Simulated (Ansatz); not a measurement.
Geometry optimisation, Ansatz 0.2.0, RKS PBE0-D4/6-31G.

The input (input.yaml):

```yaml
crystal:
  periodic: [false, false, false]
  atoms:
    - { symbol: "N", position_ang: [-1.5081, 0.1702, -1.0245] }
    - { symbol: Al, position_ang: [-0.0676, -0.2021, 0.0803] }
    - { symbol: "N", position_ang: [0.3323, -2.0189, 0.4528] }
    - { symbol: "N", position_ang: [1.0759, 1.2194, 0.8063] }
    - { symbol: H, position_ang: [-1.1867, 0.7767, -1.8489] }
    - { symbol: H, position_ang: [-2.1851, 0.8533, -0.4822] }
    - { symbol: H, position_ang: [1.2621, -2.0081, 1.048] }
    - { symbol: H, position_ang: [0.646, -2.4552, -0.4498] }
    - { symbol: H, position_ang: [0.3605, 1.8414, 1.3954] }
    - { symbol: H, position_ang: [1.3537, 1.7719, 0.0255] }
basis:
  gaussian: { orbitals: "6-31G" }
hamiltonian:
  xc: pbe0
  dispersion: d4
relax:
  f_tol: 0.015
  max_steps: 40
```

Run as:

```bash
$ ansatz run input.yaml --threads 1 --pin off --max-ram 2048MiB --backend cpu --events-out ev --progress --plain --runs-dir out
```

**Question.** Where does it end, and by what steps?

**Answer.** The forces met the threshold. Limits of this set-up: no polarisation functions. After 10 steps the energy has fallen by 2.347 eV; H6 moved furthest, 1.33 Å.

```tsv
step	energy less start (eV)	largest force component (eV/Å)	accepted
0	0.0000	3.836	yes
1	-0.9152	1.979	yes
2	-1.5791	0.993	yes
3	-1.8192	1.575	yes
4	-1.9393	0.905	yes
5	-2.0659	0.541	yes
6	-2.2115	0.469	yes
7	-2.2984	0.315	yes
8	-2.3389	0.091	yes
9	-2.3464	0.036	yes
10	-2.3470	0.005	yes
```

```xyz
10
Properties=species:S:1:pos:R:3
N -1.495 0.327 -0.924
Al 0.008 -0.005 0.000
N 0.544 -1.697 0.264
N 0.975 1.355 0.660
H -1.706 1.209 -1.365
H -2.233 -0.347 -1.065
H 1.181 -1.981 0.994
H 0.248 -2.480 -0.298
H 0.614 2.283 0.818
H 1.947 1.284 0.920
```

Whether the end is a true minimum wasn't checked by a vibrational analysis.

The run took 70 s on 1 thread of Intel(R) Xeon(R) Processor @ 2.50GHz (Skylake/Cascade Lake), with other jobs on the host, peak memory 0.13 GiB.
